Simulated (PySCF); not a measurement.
ReOCl₂ (doublet). Method: UPBE/[Re def2-SVP with ECP60, O def2-SVP, Cl def2-SVP], scalar-relativistic core potentials, density fitting, no spin–orbit coupling, PySCF.

Harmonic bands of its minimum:

| ω (cm⁻¹) | IR (km/mol) |
| --- | --- |
| 102 | 0.1 |
| 137 | 0.2 |
| 188 | 1.1 |
| 401 | 11.4 |
| 418 | 61.0 |
| 1053 | 95.1 |

Question: The central atom is Re. Infer the point group and assign the bands.

Answer: C2v. The modes span 3a1 + b1 + 2b2: 102 a1, 137 b1, 188 b2, 401 a1, 418 b2, 1053 a1. The computed geometry has Re–Cl 2.239 Å (×2), Re–O 1.669 Å; Cl–Re–Cl 122.5°, Cl–Re–O 118.8° (×2).

Only a few start shapes were tried, so a lower isomer may exist. With open d or f shells other occupations or spin states may lie lower. No spin–orbit coupling is included, which matters more the heavier the element.
